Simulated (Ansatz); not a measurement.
A nudged elastic band was laid between two geometries of H2Se + H6SiSn (11 atoms, charge 0, multiplicity 1).

Computed with RKS PBE-D4/def2-SVP (Ansatz 0.2.0).

```yaml
movable_images: 1
climbing_image: yes
spring: 5.0 eV/Å²
optimiser: quadratic models (default)
start_path: through a guess of the saddle point
force_threshold: 0.03 eV/Å
iteration_limit: 60
end_points: relaxed
```

Initial state:

```xyz
11
Properties=species:S:1:pos:R:3
Sn -1.573 -0.522 -0.599
Si 0.416 1.108 -0.870
H -1.071 -2.162 -0.810
H -2.304 -0.358 0.958
H -2.789 -0.184 -1.791
H 2.377 -1.092 1.240
Se 1.159 -1.260 2.071
H 0.628 1.913 0.385
H 0.164 2.074 -2.000
H 1.687 0.361 -1.176
H 1.308 0.123 2.591
```

Final state:

```xyz
11
Properties=species:S:1:pos:R:3
Sn -1.720 -1.261 0.409
Si 1.501 1.321 -0.974
H -2.106 -2.845 -0.150
H -3.065 -0.545 1.225
H -1.220 -0.250 -0.903
H 1.795 -0.148 -0.889
Se 0.238 -1.599 2.036
H 0.740 1.753 0.250
H 0.677 1.613 -2.197
H 2.788 2.094 -1.048
H 0.373 -0.133 2.241
```

Which bonds break or form, and what moves?

Bonds broken: Sn1–Si2, H6–Se7. Bonds formed: Sn1–Se7, Si2–H6. H2Se + H6SiSn becomes H4SeSn + H4Si.

Give the energies along the band, and the barrier.

The run converged. The highest image is number 1 of 0 to 2, 1.64 eV above the first end and 1.98 eV above the last; the last end lies 0.34 eV below the first. Neighbouring images differ by up to 2.0 eV, so the band resolves the path poorly. The order of the stationary point at the top wasn't checked. So few images can step over the top or miss a turn of the path. The orbitals stay closed-shell, which can raise the energy where a bond breaks towards radicals; this wasn't checked here.

| image | path coordinate (Å) | energy (eV) | Sn1–Si2 (Å) | H6–Se7 (Å) | Sn1–Se7 (Å) |
| --- | --- | --- | --- | --- | --- |
| 0 | 0.00 | 0.00 | 2.59 | 1.48 | 3.89 |
| 1 | 3.16 | 1.64 | 2.96 | 1.86 | 2.98 |
| 2 | 6.29 | -0.34 | 4.35 | 3.62 | 2.57 |

What is the geometry of the highest image?


```xyz
11
Properties=species:S:1:pos:R:3
Sn -1.296 -0.733 0.065
Si 0.872 1.040 -0.894
H -1.247 -2.221 -0.801
H -2.221 -0.721 1.528
H -2.034 0.509 -0.933
H 0.917 -0.361 0.262
Se 1.072 -1.557 1.676
H 0.417 2.282 -0.169
H 0.315 1.060 -2.295
H 2.379 1.079 -0.984
H 0.826 -0.376 2.544
```

Run time: 88 s on 2 threads of Arm Neoverse V1, with other jobs on the host, peak memory 0.17 GiB.
